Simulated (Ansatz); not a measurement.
One change: `BN[SiH2]OC` becomes `CO[SiH2]CS`.

Ansatz, PBE0-D4/def2-TZVP geometries, multiplicity 1. Each molecule was computed in one conformer, which needn't be the lowest.

```tsv
property	`BN[SiH2]OC`
size of the dipole moment (ωB97M-V/def2-TZVPP) / D	2.08
HOMO energy (ωB97M-V/def2-TZVPP) / eV	-10.58
HOMO energy (B3LYP/def2-TZVPP) / eV	-8.00
HOMO–LUMO gap (B3LYP/def2-TZVPP) / eV	7.61
LUMO energy (PBE0/def2-TZVPP) / eV	-0.17
HOMO–LUMO gap (PBE/def2-TZVPP) / eV	5.56
```

(1) Give the same properties after the change, and the shifts. (Best estimate.)

Results:

(1) Computed: 
```
                                          property  `CO[SiH2]CS`  shift
size of the dipole moment (ωB97M-V/def2-TZVPP) / D          1.86  -0.22
             HOMO energy (ωB97M-V/def2-TZVPP) / eV         -8.91   1.67
               HOMO energy (B3LYP/def2-TZVPP) / eV         -6.45   1.55
             HOMO–LUMO gap (B3LYP/def2-TZVPP) / eV          6.51  -1.10
                LUMO energy (PBE0/def2-TZVPP) / eV          0.30   0.47
               HOMO–LUMO gap (PBE/def2-TZVPP) / eV          4.89  -0.67
```

With PBE0 the HOMO rises by 1.53 eV and the LUMO rises by 0.47 eV, so the gap narrows by about 1.06 eV. PBE moves the HOMO by 1.26 eV and ωB97M-V by 1.67 eV. Dipoles are sizes alone; their direction can turn.

B3LYP here is the variant with VWN-RPA as its local correlation; programs differ in this.
